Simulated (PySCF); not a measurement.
Computed shifts of a molecule C2H7AlFN, PBE/pcSseg-1 in PySCF, GIAO, gas phase, atoms alike by connectivity averaged where their shifts nearly agree, in ppm (number of nuclei): ¹⁹F: -194.2 (1). ¹³C: 35.0 (1), -19.6 (1). ¹H: 3.11 (3), 1.34 (1), -0.08 (3). ¹⁵N: 55.5 (1). References: ¹⁹F against CFCl3 (σ = 133.6 ppm); ¹³C against TMS (σ = 182.0 ppm); ¹H against TMS (σ = 31.49 ppm); ¹⁵N against NH3 (σ = 267.0 ppm), references at their B3LYP-D3(BJ)/def2-TZVP geometries, non-relativistic. Geometry: B3LYP-D3(BJ)/def2-SVP. One conformer was computed; it need not be the lowest.

Q: Pick the molecule that these values belong to.
(A) C[N](C)[AlH][F]
(B) C[CH2][Al]([NH2])[F]
(C) C[NH][Al]([CH3])[F]

A: C, C[NH][Al]([CH3])[F]
